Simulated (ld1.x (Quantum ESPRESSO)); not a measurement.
S (Z = 16) RRKJ: all-electron and pseudo phase curves

S (Z = 16), norm-conserving RRKJ (Kleinman–Bylander form), made with ld1.x (Quantum ESPRESSO) 7.5 (PBEsol, fully relativistic). Core [Ne], reference 3s2 3p3 (charge +1). Waves: 3p (bound): rc 1.70 bohr; 3d channel at 0.25 Ry: rc 1.55 bohr; 3s (bound): rc 1.20 bohr. Local part: the s channel. Core correction: a·sin(br)/r model core inside 1.05 bohr.

Open shells are filled in proportion to 2j + 1 (rel_dist='average').

The phase is arctan(r·u′/u) with u = r·R(r), unwrapped; energies in Ry, scanned from -4 to 5 Ry. A pole is an energy at which the radial function vanishes at the test radius. The pseudo phase is shifted by a multiple of π to meet the all-electron one at the reference energy, and phase errors are pseudo minus all-electron; the curves can meet again beyond the range given. Levels narrower than the energy grid can be missing from the lists of poles.

Problem. For each channel, where are the poles, and over which energies does the pseudopotential scatter like the atom?

Solution.

```csv
channel,radius (bohr),reference energy (Ry),"poles, all-electron","poles, pseudo",unbroken range about the reference energy with phases within 0.05 rad,phase error 1 Ry above the reference energy (rad)
s,1.86,-2.03,0.31,0.25,below 3.3,-0.002
p1/2,1.86,-1.24,1.47,1.42,the whole range,-0.002
p3/2,1.86,-1.23,1.50,1.44,below 4.9,-0.002
d3/2,1.86,0.25,2.64,2.69,the whole range,+0.002
d5/2,1.86,0.25,2.64,2.69,the whole range,+0.002
```

Phases in the p1/2 channel:

```json
{"E (Ry)": "-4.00", "all-electron": "1.179", "pseudo": "1.177"}
{"E (Ry)": "-3.76", "all-electron": "1.152", "pseudo": "1.151"}
{"E (Ry)": "-3.52", "all-electron": "1.121", "pseudo": "1.119"}
{"E (Ry)": "-3.28", "all-electron": "1.082", "pseudo": "1.080"}
{"E (Ry)": "-3.04", "all-electron": "1.033", "pseudo": "1.031"}
{"E (Ry)": "-2.80", "all-electron": "0.970", "pseudo": "0.968"}
{"E (Ry)": "-2.56", "all-electron": "0.885", "pseudo": "0.883"}
{"E (Ry)": "-2.32", "all-electron": "0.769", "pseudo": "0.767"}
{"E (Ry)": "-2.08", "all-electron": "0.604", "pseudo": "0.602"}
{"E (Ry)": "-1.84", "all-electron": "0.366", "pseudo": "0.364"}
{"E (Ry)": "-1.60", "all-electron": "0.040", "pseudo": "0.040"}
{"E (Ry)": "-1.36", "all-electron": "-0.333", "pseudo": "-0.334"}
{"E (Ry)": "-1.12", "all-electron": "-0.668", "pseudo": "-0.668"}
{"E (Ry)": "-0.88", "all-electron": "-0.917", "pseudo": "-0.917"}
{"E (Ry)": "-0.64", "all-electron": "-1.090", "pseudo": "-1.091"}
{"E (Ry)": "-0.40", "all-electron": "-1.212", "pseudo": "-1.213"}
{"E (Ry)": "-0.16", "all-electron": "-1.300", "pseudo": "-1.302"}
{"E (Ry)": "0.08", "all-electron": "-1.367", "pseudo": "-1.369"}
{"E (Ry)": "0.32", "all-electron": "-1.419", "pseudo": "-1.422"}
{"E (Ry)": "0.56", "all-electron": "-1.461", "pseudo": "-1.464"}
{"E (Ry)": "0.80", "all-electron": "-1.496", "pseudo": "-1.500"}
{"E (Ry)": "1.04", "all-electron": "-1.526", "pseudo": "-1.530"}
{"E (Ry)": "1.28", "all-electron": "-1.552", "pseudo": "-1.557"}
{"E (Ry)": "1.52", "all-electron": "-1.575", "pseudo": "-1.581"}
{"E (Ry)": "1.76", "all-electron": "-1.597", "pseudo": "-1.603"}
{"E (Ry)": "2.00", "all-electron": "-1.616", "pseudo": "-1.623"}
{"E (Ry)": "2.24", "all-electron": "-1.635", "pseudo": "-1.642"}
{"E (Ry)": "2.48", "all-electron": "-1.652", "pseudo": "-1.661"}
{"E (Ry)": "2.72", "all-electron": "-1.670", "pseudo": "-1.679"}
{"E (Ry)": "2.96", "all-electron": "-1.687", "pseudo": "-1.698"}
{"E (Ry)": "3.20", "all-electron": "-1.704", "pseudo": "-1.717"}
{"E (Ry)": "3.44", "all-electron": "-1.722", "pseudo": "-1.737"}
{"E (Ry)": "3.68", "all-electron": "-1.740", "pseudo": "-1.758"}
{"E (Ry)": "3.92", "all-electron": "-1.759", "pseudo": "-1.780"}
{"E (Ry)": "4.16", "all-electron": "-1.780", "pseudo": "-1.805"}
{"E (Ry)": "4.40", "all-electron": "-1.803", "pseudo": "-1.833"}
{"E (Ry)": "4.64", "all-electron": "-1.829", "pseudo": "-1.865"}
{"E (Ry)": "4.88", "all-electron": "-1.857", "pseudo": "-1.902"}
```
